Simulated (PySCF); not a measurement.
Ga(H)(Cl)(NH2) (ClGaH₃N), SMILES [NH2][GaH][Cl].

Coordinates come from a PBE0-D3(BJ)/def2-TZVP optimisation. The values are those of a single conformer.

These are TDA-LC-ωPBE/def2-SVPD in PySCF values and carry that method's errors.

Vertical excitations. Isolated molecule, no solvent. State labels are in the subgroup Cs.

Computed excitation energies, oscillator strengths and character:
```tsv
state	symmetry	energy (eV)	λ (nm)	f	main pairs
S1	A"	6.91	179	0.045	HOMO→LUMO+1 67 %, HOMO→LUMO+3 14 %
S2	A'	7.03	176	0.112	HOMO→LUMO 92 %
S3	A"	7.21	172	0.021	HOMO−1→LUMO 89 %
S4	A"	7.78	159	0.019	HOMO→LUMO+2 71 %
S5	A'	7.97	156	0.093	HOMO−1→LUMO+2 57 %, HOMO−1→LUMO+1 25 %
S6	A"	8.17	152	0.007	HOMO−3→LUMO 82 %
S7	A'	8.24	151	0.044	HOMO−2→LUMO 82 %
S8	A"	8.46	146	0.108	HOMO−2→LUMO+2 49 %, HOMO−2→LUMO+1 24 %, HOMO−3→LUMO 9 %
S9	A"	8.89	139	0.003	HOMO→LUMO+3 43 %, HOMO→LUMO+5 21 %, HOMO−4→LUMO 12 %
S10	A"	8.99	138	0.022	HOMO−4→LUMO 78 %
T1	A'	5.70	217	0	HOMO→LUMO 90 %
T2	A"	6.32	196	0	HOMO→LUMO+1 58 %, HOMO→LUMO+3 19 %
T3	A"	6.72	185	0	HOMO−1→LUMO 69 %, HOMO−3→LUMO 20 %
T4	A'	7.21	172	0	HOMO−1→LUMO+2 58 %, HOMO−1→LUMO+1 19 %
```
Triplets are in the Tamm–Dancoff approximation.
